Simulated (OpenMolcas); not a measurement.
A run on Tc4+ among 6 point charges of -1.7 e arranged as an octahedron (Oh), 2.37 Å from the ion.
```
   2.3700    0.0000    0.0000  -1.70
   0.0000    2.3700    0.0000  -1.70
  -2.3700    0.0000    0.0000  -1.70
   0.0000   -2.3700    0.0000  -1.70
   0.0000    0.0000    2.3700  -1.70
   0.0000    0.0000   -2.3700  -1.70
```

```
Program             : OpenMolcas 26.06
Method              : CASSCF
Basis               : ANO-RCC-VDZP [6s5p3d1f]
Scalar Hamiltonian  : DKH2, point nucleus
Active space        : 3 electrons in 5 orbitals (4d)
State averaging     : 2S+1 = 4 even, 10 roots; 2S+1 = 2 even, 40 roots
Spin-orbit coupling : state interaction with AMFI integrals over the reference wave functions
```

43 basis functions. Blocks (2S+1, parity, CSFs, roots kept): 4, even, 10, 10; 2, even, 40, 40.

**Question.** How long do the RASSCF and RASSI steps take on 1 thread of Intel(R) Xeon(R) Platinum 8488C (Sapphire Rapids) (shared host)?

**Answer.** About 13 s of wall time, without the integral step.
